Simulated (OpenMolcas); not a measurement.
# Sb3+: from CASSCF to CASPT2

```json
{"Program": "OpenMolcas 26.06", "Basis": "ANO-RCC-VQZP [8s7p5d3f2g]", "Scalar Hamiltonian": "DKH2, point nucleus", "Active space": "2 electrons in 8 orbitals (5s 5p 6s 6p)", "State averaging": "2S+1 = 3 even, 3 roots; 2S+1 = 1 even, 7 roots; 2S+1 = 3 odd, 3 roots; 2S+1 = 1 odd, 3 roots", "Spin-orbit coupling": "state interaction with AMFI integrals over the reference wave functions, term energies averaged over their components"}
```

Methods on the same reference wave functions:
A. CASSCF
B. SS-CASPT2, IPEA 0.25 Eh, imaginary shift 0.1 Eh (closed shells correlated: 4d)
C. MS-CASPT2, IPEA 0.25 Eh, imaginary shift 0.1 Eh (closed shells correlated: 4d)

Energies in cm⁻¹ above 5s² ¹S₀, the measured ground level; measured values from Moore, Atomic Energy Levels, vol. III, NSRDS-NBS 35 (1971 reprint of NBS Circular 467, 1958).

| Level | A | B | C | Measured |
| --- | --- | --- | --- | --- |
| 5s² ¹S₀ | 0.0 | 0.0 | 0.0 | 0.0 |
| 5s 5p ³P°₀ | 60725 | 64230 | 64900 |  |
| 5s 5p ³P°₁ | 62753 | 66160 | 66820 | 66700 |
| 5s 5p ³P°₂ | 67430 | 70940 | 71600 | 72560 |
| 5s 5p ¹P°₁ | 103459 | 93470 | 94140 | 95952 |
| 5p² ³P₀ | 150806 | 152690 | 153350 | 152076 |
| 5p² ³P₁ | 153482 | 155480 | 156150 | 156388 |

Deviations, from unrounded energies. A percentage is the sum of absolute deviations over the sum of measured energies, with the sign that they share, or ± where signs differ.

```
           Against measurement  Levels     A     B     C
mean absolute deviation (cm-1)       5  4200  1200   880
      other configurations (%)       5  ±3.8  ±1.1  ±0.8
```

C lies closest to measurement on these levels and A furthest from it. The largest miss of C in the table is 5s 5p ¹P°₁, by -1800 cm-1. The ranking rests on the paired levels alone, and a cruder setting can come out closer through cancelling errors.

Between B and C the level of the table that moves most is 5s 5p ³P°₁, by 660 cm-1 (lowest in B, highest in C). Moves below CASPT2's spread within the term are not significant.

The lowest spin-free term lies below A's lowest term by 0.438 hartree in B, 0.441 hartree in C.

Over all roots computed the reference weight is 0.87 to 0.94 in B, 0.87 to 0.94 in C; the roots of lowest weight are the least certain, and an intruder state may touch them. Active for correlation alone: 6p 6s; no level in the range computed is led by a configuration that fills them, so any true level of that kind is missing. The ¹D term of p² mixes with s d, which this space lacks. Measured partners are found by configuration, term and J. A level has none where our copy of the source lacks it or the pairing is in doubt (some pairs that miss far off the trend of their configuration count as doubtful), and it then counts in no deviation. Only configurations of the active space appear. The table leaves out levels that lie high or whose names do not pair safely across all columns.

° marks odd parity.
